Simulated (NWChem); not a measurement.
Species: C₂H₅FOSi; SMILES [SiH2](C(=C)F)O

```xyz
10

C      0.9686     1.8071     0.4026
C      0.0684     0.9084     0.0061
F     -1.2383     1.2987    -0.1378
Si     0.3572    -0.8999    -0.4263
O     -0.3873    -1.9425     0.6373
H      0.6954     2.8393     0.6053
H      2.0056     1.5176     0.5324
H      1.8089    -1.1676    -0.3186
H     -0.1351    -1.1050    -1.8166
H     -1.3544    -1.9273     0.6547
```
Atoms are numbered in this order, from 1.

Results from NWChem. Pople sets run with spherical d functions. Structure relaxed at the B3LYP/6-31G* (spherical d) level.

Problem. Predict the results for Hartree-Fock/6-311++G**. Quantities: highest occupied level (eV); orbital gap (eV); dipole (D).

Solution. 
```yaml
highest occupied level (eV): -10.62
orbital gap (eV): 11.90
dipole (D): 0.85
```
